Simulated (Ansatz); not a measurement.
Reaction (atomization): `BSCS` → B• + C• + 5 H• + 2 S•

Isolated molecules relaxed with PBE0-D4/def2-TZVP in Ansatz; ΔE leaves out vibrations. CCSD(T)/CBS adds triple-zeta CCSD(T) − MP2 to the extrapolated MP2 energy (def2 sets, frozen cores). This one scheme is used for every species, atoms too. Functionals use def2-TZVPP. B3LYP here is the variant with VWN-RPA as its local correlation; programs differ in this. No spin–orbit coupling; open shells (•) take unrestricted orbitals. Spin–orbit coupling would lower the free atoms: a little for B, C, S. Each species was taken in one conformer, which may not be the lowest.

Q: What is ΔE at CCSD(T)/CBS? (Best estimate.)

A: The calculation gave: +724.7 kcal/mol.

Q: What do these levels give: LDA (SPW92), PBE-D4, BLYP-D4, B3LYP-D4, MP2/def2-SVP, MP2/CBS(def2)? (Estimate.)

A: Computed: LDA (SPW92) 833.4, PBE-D4 742.6, BLYP-D4 724.3, B3LYP-D4 727.0, MP2/def2-SVP 687.1, MP2/CBS(def2) 734.3 kcal/mol.

Q: What do rigid-rotor, harmonic-oscillator terms from PBE0-D4/def2-TZVP frequencies (298.15 K, 1 bar) make of the CCSD(T)/CBS value? (Best estimate.)

A: The calculation gave: ΔZPE = -37.7 kcal/mol, ΔH = +696.0 kcal/mol, ΔS = 899 J/(mol·K), ΔG = +632.0 kcal/mol. Open shells count their whole term as degenerate. Modes under 50 cm⁻¹ make the entropy rough.

Largest T1 diagnostic among the species: 0.014.

The D4 term adds +7.7 kcal/mol with B3LYP and +4.0 kcal/mol with PBE0; it sums over pairs of atoms, weighted by their polarisabilities, and B3LYP, whose exchange is more repulsive, gets the larger term. Leaving LDA and LC-ωPBE aside and taking each functional with its dispersion term where it has one, the values, not all of them listed here, spread over 33.9 kcal/mol, from BHLYP-D4 to PBE-D4. LDA lies +95.5 kcal/mol from PBE without D4, its usual overbinding.

For atomizations the MP2-based limit and the directly extrapolated one differ by several kJ/mol either way, and by 10 to 25 for some Ge, Se and Sn compounds, so smaller differences from it don't rank the levels.
